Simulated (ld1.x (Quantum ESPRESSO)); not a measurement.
# Reading a pseudo-wave (phosphorus (P))

Columns: radius, all-electron u(r) and pseudo u(r) of the 3p shell (level -5.65 eV) of phosphorus in the configuration [Ne] 3s1.75 3p3.25; PBE, scalar-relativistic, ultrasoft scheme, ld1.x (Quantum ESPRESSO) 7.5.

```json
{"r (bohr)": "0.100", "all-electron": "0.1316", "pseudo": "-0.0075"}
{"r (bohr)": "0.200", "all-electron": "0.2638", "pseudo": "-0.0296"}
{"r (bohr)": "0.300", "all-electron": "0.2979", "pseudo": "-0.0650"}
{"r (bohr)": "0.400", "all-electron": "0.2528", "pseudo": "-0.1117"}
{"r (bohr)": "0.500", "all-electron": "0.1609", "pseudo": "-0.1672"}
{"r (bohr)": "0.600", "all-electron": "0.0476", "pseudo": "-0.2285"}
{"r (bohr)": "0.700", "all-electron": "-0.0708", "pseudo": "-0.2925"}
{"r (bohr)": "0.800", "all-electron": "-0.1845", "pseudo": "-0.3565"}
{"r (bohr)": "0.900", "all-electron": "-0.2880", "pseudo": "-0.4178"}
{"r (bohr)": "1.000", "all-electron": "-0.3789", "pseudo": "-0.4744"}
{"r (bohr)": "1.100", "all-electron": "-0.4567", "pseudo": "-0.5248"}
{"r (bohr)": "1.200", "all-electron": "-0.5216", "pseudo": "-0.5680"}
{"r (bohr)": "1.300", "all-electron": "-0.5742", "pseudo": "-0.6037"}
{"r (bohr)": "1.400", "all-electron": "-0.6151", "pseudo": "-0.6321"}
{"r (bohr)": "1.500", "all-electron": "-0.6452", "pseudo": "-0.6537"}
{"r (bohr)": "1.600", "all-electron": "-0.6657", "pseudo": "-0.6690"}
{"r (bohr)": "1.700", "all-electron": "-0.6779", "pseudo": "-0.6786"}
{"r (bohr)": "1.800", "all-electron": "-0.6828", "pseudo": "-0.6828"}
{"r (bohr)": "1.900", "all-electron": "-0.6817", "pseudo": "-0.6817"}
{"r (bohr)": "2.000", "all-electron": "-0.6755", "pseudo": "-0.6755"}
{"r (bohr)": "2.100", "all-electron": "-0.6652", "pseudo": "-0.6652"}
{"r (bohr)": "2.200", "all-electron": "-0.6514", "pseudo": "-0.6514"}
{"r (bohr)": "2.300", "all-electron": "-0.6351", "pseudo": "-0.6351"}
{"r (bohr)": "2.400", "all-electron": "-0.6167", "pseudo": "-0.6167"}
{"r (bohr)": "2.500", "all-electron": "-0.5969", "pseudo": "-0.5969"}
{"r (bohr)": "2.600", "all-electron": "-0.5759", "pseudo": "-0.5759"}
```

Question: How many radial nodes do the two functions have?

Answer: The all-electron 3p function has n − l − 1 = 1; the pseudo-wave has 0, since the states of the same l below it are removed with the core.

Question: At about which radius was the pseudo-wave matched?

Answer: 1.85 bohr, where the columns begin to agree (steps of 0.10 bohr).

Question: Where does each function peak?

Answer: Outermost all-electron maximum near 1.80 bohr, pseudo maximum near 1.80 bohr (to the table’s step).

Question: Is the pseudo-wave norm-conserving?

Answer: No, it belongs to an ultrasoft set: the norm inside the radius is not constrained, and the difference is carried by the augmentation charge.
